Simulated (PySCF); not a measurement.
C2H7FOSi. Atoms are numbered in the order given.

```xyz
12

C      1.7975    -1.0675    -0.4385
Si     0.4994     0.2308    -0.1142
F      0.6295     0.6937     1.4461
C     -1.2225    -0.4781    -0.3910
O     -2.1708     0.5574    -0.3198
H      1.8005    -1.3660    -1.4988
H      2.8001    -0.6858    -0.1923
H      1.6192    -1.9673     0.1709
H      0.7009     1.4473    -0.9494
H     -1.3884    -1.2706     0.3693
H     -1.2222    -0.9951    -1.3756
H     -3.0504     0.1773    -0.4050
```

Coordinates come from a PBE0-D3(BJ)/def2-SVP optimisation. The structure was generated by enumeration; whether it is a known compound was not checked. Other conformers were not sampled.

Level of theory: PBE0/pcSseg-1 (PySCF).

GIAO shieldings, no solvent; atoms listed in one row are averaged. δ = σ(ref) − σ: ¹³C against TMS (σ = 186.3 ppm); ²⁹Si against TMS (σ = 352.7 ppm); ¹⁹F against CFCl3 (σ = 167.2 ppm); ¹⁷O against H2O (σ = 334.2 ppm); ¹H against TMS (σ = 31.56 ppm), references at their B3LYP-D3(BJ)/def2-TZVP geometries, non-relativistic.

Computed chemical shifts:
```tsv
nucleus	atoms	count	δ (ppm)
¹³C	C4	1	59.4
¹³C	C1	1	-1.7
²⁹Si	Si2	1	25.7
¹⁹F	F3	1	-211.3
¹⁷O	O5	1	-3.3
¹H	H9	1	5.56
¹H	H10	1	3.97
¹H	H11	1	3.47
¹H	H6, H7, H8	3	0.46
¹H	H12	1	0.25
```
